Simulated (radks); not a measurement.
Task: Valence configurations of Os III (all share [Xe]). Calculated with a radial shooting solver on a logarithmic mesh with Libxc functionals: Dirac Kohn-Sham, BLYP, spin-unpolarised, spherical densities, finite nucleus; open shells fill j = l - 1/2 first; Fermi nuclear charge, rms radius 5.4126 fm. Order these by energy: 4f13.5 5d6 6p0.5; 4f14 5d5.5 6s0.5; 4f13 5d7; 4f14 5d6; 4f12 5d8; 4f14 5d5 6s1; 4f12 5d6 6s2; 4f13 5d5 6p2; 4f13 5d6 6s1; 4f14 5d5 6p1.

Result: From the lowest, in eV above it: 4f14 5d6 0.000; 4f14 5d5.5 6s0.5 0.802; 4f14 5d5 6s1 1.860; 4f14 5d5 6p1 8.253; 4f13.5 5d6 6p0.5 27.820; 4f13 5d7 49.446; 4f13 5d6 6s1 52.399; 4f13 5d5 6p2 70.399; 4f12 5d8 108.05; 4f12 5d6 6s2 117.47. NIST lists [Xe] 4f14 5d6 as the ground configuration; this level of theory agrees among the configurations tried. The energies are those of spherical spin-averaged densities, not of single terms.
